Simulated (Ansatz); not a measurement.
Ideal-gas functions of C$_{2}$H$_{2}$ClFOTi, SMILES `C#[C][Ti]([OH])([F])[Cl]` at 500 K and 1 bar, from an Ansatz frequency run at PBE0-D4/def2-TZVP.

Molar mass 144.36 g/mol, point group C1 (symmetry number 1), electronic degeneracy 1, moments of inertia 220.407, 314.536, 384.217 u Å². Harmonic wavenumbers (cm⁻¹, unscaled): 84, 106, 124, 160, 173, 205, 247, 261, 307, 461, 536, 725, 735, 773, 836, 2092, 3453, 3938.

Use S(trans) = R[1.5 ln M + 2.5 ln T − 1.1517]; rotational temperatures θ = 24.2544 K / I; S(rot) = R[ln(√π/σ · √(T³/θAθBθC)) + 1.5]; for each mode x = 1.438777 ν̃/T, S = R[x/(eˣ − 1) − ln(1 − e⁻ˣ)] and H = RT x/(eˣ − 1); 1 cm⁻¹ = 0.0119627 kJ/mol; R = 8.31446 J/(mol·K).

**Question.** By hand: the entropy, in J/(mol·K).

**Answer.** Translation 181.6. Rotation: θ = 0.11, 0.0771, 0.0631 K, giving 126.1. Vibration, mode by mode: 20.14, 18.22, 16.93, 14.84, 14.20, 12.82, 11.33, 10.89, 9.61, 6.55, 5.49, 3.56, 3.48, 3.19, 2.77, 0.14, 0.00, 0.00, in all 154.2. Electronic 0.0. Sum 461.9 J/(mol·K).

**Question.** By hand: H − E and G − E in kJ/mol, counted from the electronic energy.

**Answer.** Zero-point energy ½ × 15216 × 0.0119627 = 91.0; thermal vibration 36.8; translation, rotation and pV give 4 RT = 16.6. H − E = 144.4 kJ/mol, and G − E = 144.4 − 500 × 461.9/1000 = -86.5 kJ/mol.

Vibration gives 33 % of the entropy, 55.3 J/(mol·K) of it from the modes under 150 cm⁻¹: soft modes count most, and the harmonic formula is weakest for them. The sum counts one conformer and one mirror image; others add a mixing term.
